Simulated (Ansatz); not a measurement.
Calculated with Ansatz (gas phase, PBE0-D4/def2-TZVP geometries, no zero-point term in ΔE). CCSD(T)/CBS adds triple-zeta CCSD(T) − MP2 to the extrapolated MP2 energy (def2 sets, frozen cores). DFT in def2-TZVPP. B3LYP here is the variant with VWN-RPA as its local correlation; programs differ in this. For Ge outer-core shells are correlated without core-valence functions, which leaves a few kJ/mol of doubt a bond. Scalar relativity is left out up to krypton. One conformer a species, not always the lowest.

Reaction (formal exchange of groups at the Al–S bond): `C[S][AlH][CH2]F` + `C=[CH][GeH3]` → `F[CH2][AlH][GeH3]` + `C=CSC`

```
             level  ΔE (kJ/mol)  difference from CCSD(T)/CBS
            PBE-D4         84.1                        -19.7
         r2SCAN-D4         93.7                        -10.1
           PBE0-D4         90.3                        -13.5
           ωB97M-V        101.6                         -2.2
            B2PLYP        100.8                         -3.0
               PBE         82.7                        -21.1
            r2SCAN         93.3                        -10.5
              PBE0         89.0                        -14.8
             B3LYP         93.6                        -10.2
     HF/def2-TZVPP        111.1                          7.3
SCS-MP2/def2-TZVPP        108.8                          5.0
   CCSD/def2-TZVPP        105.6                          1.8
CCSD(T)/def2-TZVPP        105.2                          1.4
     HF/def2-QZVPP        110.1                          6.3
    MP2/def2-QZVPP        108.3                          4.5
      HF/CBS(def2)        110.0                          6.2
       CCSD(T)/CBS        103.8                            0
```

Largest T1 diagnostic among the species: 0.012.

From PBE to PBE0 (25 % exact exchange), in def2-TZVPP and without D4, ΔE moves by +6.4 kJ/mol.
